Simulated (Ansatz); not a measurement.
ClH$_{4}$MoN$_{3}$ (`[NH]=[Mo](=[NH])([NH2])[Cl]`), relaxed with RKS PBE0-D4/def2-TZVP in Ansatz from a PBE-D4/def2-SVP geometry. The force threshold is 0.005 eV/Å; the program also tests the step.

Charge 0, multiplicity 1. Mo takes the def2 core potential.

Start:

```xyz
9

N    -1.239   -0.809   -0.937
Mo    0.272   -0.271   -0.256
N     0.808    1.243   -0.932
N    -0.040    0.035    1.634
Cl    1.891   -1.885   -0.652
H    -2.033   -0.786   -1.587
H     0.786    2.039   -1.579
H     0.374    0.814    2.156
H    -0.819   -0.381    2.153
```

(1) By how much does the energy fall, and how many steps does the optimiser take? (An estimate is asked.)

(2) Which bonds change most? (An estimate is asked.)

(3) Give the relaxed structure. (Best estimate.)

## Answers

(1) Ansatz gave: 5.23 kJ/mol, in 6 steps, 1 of them rejected.

(2) Computed: Mo2–Cl5 from 2.320 to 2.293 Å; Mo2–N3 from 1.743 to 1.723 Å; N1–Mo2 from 1.743 to 1.723 Å; N4–H8 from 1.025 to 1.009 Å.

(3) The calculation gave: 
```xyz
9

N    -1.222   -0.798   -0.928
Mo    0.270   -0.269   -0.248
N     0.798    1.226   -0.923
N    -0.033    0.029    1.632
Cl    1.869   -1.863   -0.648
H    -1.993   -0.756   -1.580
H     0.755    1.999   -1.573
H     0.367    0.806    2.135
H    -0.811   -0.375    2.132
```
